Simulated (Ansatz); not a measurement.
A CCSD(T) single point on `[SiH3][SiH2][SiH]([SiH3])[SiH3]`.

```yaml
crystal:
  periodic: [false, false, false]
  atoms:
    - {symbol: Si, position_ang: [-2.743655, -0.242074, -1.378449]}
    - {symbol: Si, position_ang: [-1.078967, -1.236151, -0.072244]}
    - {symbol: Si, position_ang: [0.365779, 0.387977, 0.788428]}
    - {symbol: Si, position_ang: [1.294224, 1.610986, -0.974073]}
    - {symbol: Si, position_ang: [2.059842, -0.630500, 2.035103]}
    - {symbol: H, position_ang: [-2.118652, 0.463080, -2.529558]}
    - {symbol: H, position_ang: [-3.492566, 0.752259, -0.563838]}
    - {symbol: H, position_ang: [-3.702350, -1.253018, -1.900475]}
    - {symbol: H, position_ang: [-0.286103, -2.180652, -0.909526]}
    - {symbol: H, position_ang: [-1.696063, -2.012948, 1.040134]}
    - {symbol: H, position_ang: [-0.413650, 1.311625, 1.664228]}
    - {symbol: H, position_ang: [2.020390, 0.684705, -1.884458]}
    - {symbol: H, position_ang: [0.232063, 2.304725, -1.751058]}
    - {symbol: H, position_ang: [2.254472, 2.626665, -0.464008]}
    - {symbol: H, position_ang: [2.995653, 0.382554, 2.593759]}
    - {symbol: H, position_ang: [1.483687, -1.420556, 3.156411]}
    - {symbol: H, position_ang: [2.825896, -1.548667, 1.149632]}
basis:
  gaussian: {orbitals: def2-SVP}
correlation: {method: ccsd_t}
```

```sh
$ ansatz run in.yaml --threads 4 --pin off --events-out ev --progress --plain --max-ram 11315MiB
```

Log, shortened:

```
Functional definition: HF
1455 factors; integrals over basis functions are off by at most 1.2e-3 eV
mean field evaluation 1: about -39486.2590 eV, gradient 1.9e1 eV
mean field evaluation 2: about -39486.2606 eV, gradient 1.9e1 eV
mean field evaluation 4: about -39488.5868 eV, gradient 1.3e0 eV
mean field evaluation 8: about -39488.5957 eV, gradient 4.5e-4 eV
mean field -39488.59574665 eV, -1451.1791273579 hartree, gradient 1.7e-6 eV, S^2 0.000000; 0 other end points of the search recorded, 0 dependent functions left out
25 core orbitals not correlated: weight in the atoms' cores, before any rotation towards them, 1.000 or more for the frozen orbitals, at most 0.000 for the correlated occupied ones
reference -39488.59574665 eV, -1451.1791273579 hartree; 16, 16 occupied and 109, 109 virtual orbitals, 1455 factors
second order -13.95663528 eV of doubles, -0.00000000 eV of singles
cycle   1  -16.09144085 eV  change    -2.1e0 eV  update   1.1e-1
cycle   2  -16.83779948 eV  change   -7.5e-1 eV  update   3.6e-2
cycle   3  -16.87982893 eV  change   -4.2e-2 eV  update   9.6e-3
cycle   4  -16.87397138 eV  change    5.9e-3 eV  update   3.3e-3
cycle   5  -16.87227500 eV  change    1.7e-3 eV  update   8.5e-4
cycle   6  -16.87202929 eV  change    2.5e-4 eV  update   2.5e-4
cycle   7  -16.87200655 eV  change    2.3e-5 eV  update   6.2e-5
cycle   8  -16.87201854 eV  change   -1.2e-5 eV  update   1.8e-5
perturbative correction -0.48487003 eV, -0.0178186449 hartree
Total energy: -39505.95263522 eV, -1451.8169812478 hartree
```

It took 13 s on 4 threads of an Arm Neoverse V2 on a shared host, with 0.97 GiB of host memory at the peak.

MP2 recovers 80.4 % of the CCSD(T) correlation energy and the triples give 2.8 %; T1 = 0.0125.
